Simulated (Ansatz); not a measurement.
Species: ICl, charge 0, singlet. ICl (SMILES ICl).
B3LYP-D3(BJ)/def2-TZVP minimum from Ansatz (an electronic-structure program):
```
Cl
I 1 2.3447
```

Total energies in hartree (Ansatz). UHF or UKS for unpaired electrons; spin-orbit terms are left out. Cores are frozen in correlated methods (noble-gas shells, and filled d and f shells in the p block). Past Kr the def2 sets carry scalar-relativistic core potentials. Spin-orbit terms, left out, reach several kcal/mol for Br and I, and more for heavier atoms.

```tsv
species	HF/def2-TZVPP	CCSD(T)/def2-TZVPP	HF/def2-QZVPP	CCSD(T)/def2-QZVPP	CCSDT(Q)/def2-TZVPP
1: ICl (SMILES ClI)	-756.16528	-756.53774	-756.18090	-756.59454	-756.53951
2: Cl (doublet)	-459.47685	-459.66464	-459.48954	-459.69535	-459.66548
3: I (doublet)	-296.65857	-296.79430	-296.65973	-296.81374	-296.79495
```

Work out the atomisation energy (electronic, to ground-state atoms) in kJ/mol: take Hartree-Fock from def2-QZVPP, extrapolate the CCSD(T) correlation energy as X^-3 (X = 3, 4), and add CCSDT(Q) - CCSD(T) in def2-TZVPP. 1 hartree = 2625.5 kJ/mol.


Species 1: correlation (64·(-0.41364) - 27·(-0.37246))/37 = -0.44369; step -0.00177; E1 = -756.18090 + (-0.44369) + (-0.00177) = -756.62636
Species 2: correlation (64·(-0.20581) - 27·(-0.18779))/37 = -0.21896; step -0.00084; E2 = -459.48954 + (-0.21896) + (-0.00084) = -459.70934
Species 3: correlation (64·(-0.15401) - 27·(-0.13573))/37 = -0.16735; step -0.00065; E3 = -296.65973 + (-0.16735) + (-0.00065) = -296.82773
-1·E1 +1·E2 +1·E3 = 0.08929 hartree = 234.4 kJ/mol.
